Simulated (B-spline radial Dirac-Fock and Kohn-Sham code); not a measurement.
Two-hole binding energies of Nd³⁺

System: neodymium as Nd³⁺, configuration [Xe] 4f3.

Level of theory: Dirac-Fock ΔSCF + Breit + QED; a radial B-spline solver. U is the two-hole binding energy less the two single-hole energies, the effective repulsion of the holes after relaxation. Each two-hole energy is an average over J within one jj subconfiguration.

| holes | E(a) (eV) | E(b) (eV) | E(ab) (eV) | U (eV) |
| --- | --- | --- | --- | --- |
| 1s⁻² | 43605.5 | 43605.5 | 88237.9 | 1026.8 |
| 1s⁻¹ 2p1/2⁻¹ | 43605.5 | 6761.3 | 50664.7 | 297.9 |
| 1s⁻¹ 3p1/2⁻¹ | 43605.5 | 1444.7 | 45140.7 | 90.4 |
| 2s⁻¹ 2p1/2⁻¹ | 7171.1 | 6761.3 | 14091.6 | 159.2 |
| 2s⁻¹ 3p1/2⁻¹ | 7171.1 | 1444.7 | 8689.2 | 73.3 |
| 2s⁻¹ 3p3/2⁻¹ | 7171.1 | 1340.3 | 8581.3 | 69.9 |
| 2p3/2⁻¹ 3s⁻¹ | 6247.6 | 1619.1 | 7936.8 | 70.1 |
| 2p3/2⁻¹ 3p1/2⁻¹ | 6247.6 | 1444.7 | 7767.8 | 75.5 |
| 3p1/2⁻¹ 3p3/2⁻¹ | 1444.7 | 1340.3 | ? | ? |
| 3p3/2⁻² | 1340.3 | 1340.3 | 2733.2 | 52.6 |
| 3d3/2⁻¹ 3d5/2⁻¹ | 1040.1 | 1018.2 | 2119.0 | 60.8 |
| 3d5/2⁻² | 1018.2 | 1018.2 | 2095.9 | 59.6 |
| 4d3/2⁻¹ 4d5/2⁻¹ | 161.6 | 157.7 | 342.9 | 23.7 |
| 5p3/2⁻² | 52.17 | 52.17 | 117.4 | 13.1 |

Q: Give the missing two-hole energy and U.

A: E(ab) = 2837.3 eV and U = 52.3 eV.

Values without a named source are computed, but for edge energies of neutral atoms, which are taken from tables.
